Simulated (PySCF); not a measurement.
Compound: C7H5FO.
SMILES with atom numbers: `[O:1]=[C:2]([F:3])[c:4]1[cH:5][cH:6][cH:7][cH:8][cH:9]1`

Cartesian coordinates in Å at the GFN2-xTB level; atoms count from 1:
```
atom  x, y, z in Å
O1     3.001   -1.064   -0.304
C2     2.316   -0.115   -0.121
F3     2.917    1.104    0.049
C4     0.859   -0.029   -0.043
C5     0.199    1.180    0.178
C6    -1.181    1.203    0.241
C7    -1.906    0.031    0.087
C8    -1.253   -1.173   -0.133
C9     0.125   -1.208   -0.199
H10    0.769    2.089    0.297
H11   -1.695    2.137    0.411
H12   -2.985    0.057    0.138
H13   -1.823   -2.082   -0.254
H14    0.657   -2.132   -0.369
```

NICS is the negative of the GIAO shielding at a point without a nucleus: at the ring centre (0) and 1 Å above and below it (1); zz is the component along the ring normal. Level: GIAO PBE0/pcSseg-1 (PySCF, non-relativistic, gas phase) on the GFN2-xTB geometry, one conformer.

Ring bond lengths (Å), with Mayer bond orders in brackets: C4–C5 1.395 (1.35), C5–C6 1.382 (1.44), C6–C7 1.387 (1.43), C7–C8 1.388 (1.42), C8–C9 1.380 (1.45), C9–C4 1.397 (1.37).

**Question.** Give the NICS values of each ring in ppm.

**Answer.** 
```json
{"ring": "C4–C5–C6–C7–C8–C9", "type": "6-membered carbocycle; formal bonds all aromatic", "NICS(0)": "-8.4", "NICS(1), two faces": "-11.3 / -11.3", "NICS(1)zz, two faces": "-28.2 / -28.2", "rms pucker (Å)": "0.00", "centre to ring atoms, mean (Å)": "1.39"}
```

**Question.** What can be read from them?

**Answer.** 
- C4–C5–C6–C7–C8–C9: mean NICS(1)zz -28.2 ppm, shielded. For a flat ring without four-coordinate atoms the NICS criterion counts such a value as aromatic.

**Question.** What does the geometric index give? HOMA = 1 − mean of α(R − Ropt)² over the ring bonds, with Krygowski's 1993 parameters (CC: Ropt 1.388 Å, α 257.7 Å⁻²).

**Answer.** 
- C4–C5–C6–C7–C8–C9: HOMA 0.99 = 1 − EN − GEO, with mean bond length 1.388 Å, EN = α(Ropt − mean)² = 0.000 and GEO = α × variance = 0.010. The geometric and the magnetic index point the same way.

**Question.** At the second NICS(1) probe listed for ring C4–C5–C6–C7–C8–C9, 1 Å off the ring, what do the in-plane components average?

**Answer.** The isotropic value is a third of the trace: (3 × -11.3 − (-28.2))/2 = -2.9 ppm.

**Question.** List the ring angles and the Hirshfeld charges of the ring atoms.

**Answer.** 
- C4–C5–C6–C7–C8–C9: C4 120.0° (-0.024 e), C5 119.6° (-0.035 e), C6 120.2° (-0.040 e), C7 120.3° (-0.027 e), C8 119.9° (-0.039 e), C9 119.9° (-0.028 e); sum 720.0° against 720° for a flat convex ring.

**Question.** What are the shieldings of the ring atoms and their hydrogens in the same run (means over atoms taken as equivalent)?

**Answer.** 
| atoms | environment | σ isotropic (ppm) |
| --- | --- | --- |
| C4 | substituted aromatic carbon | 57.2 |
| C5 (×2) | aromatic CH carbon | 47.3 |
| C6 (×2) | aromatic CH carbon | 52.5 |
| C7 | aromatic CH carbon | 45.3 |
| H10 (×2) | aromatic hydrogen | 23.17 |
| H11 (×2) | aromatic hydrogen | 23.87 |
| H12 | aromatic hydrogen | 23.74 |
